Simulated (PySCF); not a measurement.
Mapped SMILES: `[O:1]=[CH:2][c:3]1[cH:4][cH:5][cH:6][cH:7][n:8]1`; H(Xn) means a hydrogen on atom n.

GIAO PBE0/pcSseg-1 shifts (PySCF 2.14, gas phase, non-relativistic, equivalent atoms averaged), each against references optimised in the same way as the molecule (H2O, TMS, NH3).

On the GFN2-xTB geometry: O1 683.9, C2 201.2, C3 157.4, C7 155.7, C5 142.8, C6 133.0, C4 128.5, N8 366.9, H(C2) 10.33, H(C7) 9.15, H(C4) 8.38, H(C5) 8.20, H(C6) 7.62 ppm.

What changes on the PBE0-D3(BJ)/def2-SVP geometry?

## Answers


| atoms | δ (ppm) | change |
| --- | --- | --- |
| O1 | 678.5 | -5.4 |
| C2 | 198.8 | -2.4 |
| C3 | 156.7 | -0.7 |
| C7 | 155.7 | +0.0 |
| C5 | 142.1 | -0.7 |
| C6 | 132.9 | -0.1 |
| C4 | 127.1 | -1.4 |
| N8 | 366.0 | -0.9 |
| H(C2) | 10.04 | -0.29 |
| H(C7) | 8.91 | -0.24 |
| H(C4) | 8.21 | -0.17 |
| H(C5) | 7.96 | -0.24 |
| H(C6) | 7.41 | -0.21 |

Bonds between heavy atoms that differ most (equivalent bonds averaged): C2–C3 1.477 → 1.490 Å, C7–N8 1.316 → 1.327 Å, C5–C6 1.386 → 1.394 Å, C6–C7 1.391 → 1.397 Å, C4–C5 1.385 → 1.390 Å. Mean change of bonds to hydrogen: C–H +0.013 Å.
